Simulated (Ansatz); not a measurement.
Input for Ansatz (a quantum-chemistry and plane-wave program): U-CCSD(T)/aug-cc-pVQZ on H (SMILES [H]).

Ansatz 0.2 input:
```yaml
crystal:
  periodic: [false, false, false]
  atoms:
    - {symbol: H, position_ang: [0.00000000, 0.00000000, 0.00000000]}
basis:
  gaussian:
    orbitals: aug-cc-pVQZ
magnetization: {spin_polarized: true, initial_magnetization: 1}
correlation: {method: ccsd_t, electrons: outside_noble_gas}
scf: {omitted_lower_state_checks: [cluster_reference]}
```

Q: What total energy does the run end on?

A: -0.4999 hartree (reference determinant -0.4999, T1 diagnostic 0.000).
